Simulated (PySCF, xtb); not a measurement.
MoOF3, SMILES [O]=[Mo+]([F])([F])[F], charge +1, multiplicity 1.

Harmonic wavenumbers (cm⁻¹) from GFN2-xTB (xtb) at its own minimum, in rising order: 182, 182, 225, 259, 259, 585, 636, 636, 1010.

Question: What does PySCF 2.14.0 with PBE-D3(BJ)/def2-SVP give at its own minimum? (Estimate from the structure and the level; the computed values follow.)

Answer: 182, 182, 219, 293, 293, 757, 807, 807, 1090. Paired by order, the mean absolute difference is 74 cm⁻¹ and the zero-point energies are 5.7 and 6.6 kcal/mol.
